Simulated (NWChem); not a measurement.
Molecule: C2H4FNSi; SMILES F[Si@H]1C=NC1

```xyz
9

F      0.0283    -1.9435    -0.4312
Si     0.0321    -0.5444     0.3982
C      1.0939     0.9077    -0.1123
N      0.0978     1.7151    -0.2291
C     -1.1177     0.8743    -0.0979
H      0.0893    -0.9279     1.8392
H      2.1289     1.2621    -0.2092
H     -1.8433     1.2966     0.6154
H     -1.6206     0.7839    -1.0736
```
Atoms are numbered in this order, from 1.

Computed with NWChem. Medium grid unless said otherwise, to which SCAN and Minnesota functionals are sensitive. All runs use the structure optimised with PBE0/def2-SVP. Total energies of different functionals are on different scales.

```
level                  energy (Ha)  highest occupied level (eV)  orbital gap (eV)  dipole (D)
---------------------  -----------  ---------------------------  ----------------  ----------
PBE/def2-SVP             -522.0290                   (withheld)        (withheld)        0.68
B3LYP/def2-SVP           -522.4562                        -6.82              5.56        0.79
TPSSh/def2-SVP           -522.4645                        -6.33              4.74        0.77
Hartree-Fock/def2-SVP    -520.6120                       -10.63             13.70        1.10
BLYP/def2-SVP            -522.3717                        -5.48              3.53        0.66
M06-2X/def2-SVP          -522.3254                        -8.39              8.41        0.93
```

Q: Complete the blanks.

A: 
- PBE/def2-SVP, highest occupied level (eV): -5.64
- PBE/def2-SVP, orbital gap (eV): 3.48
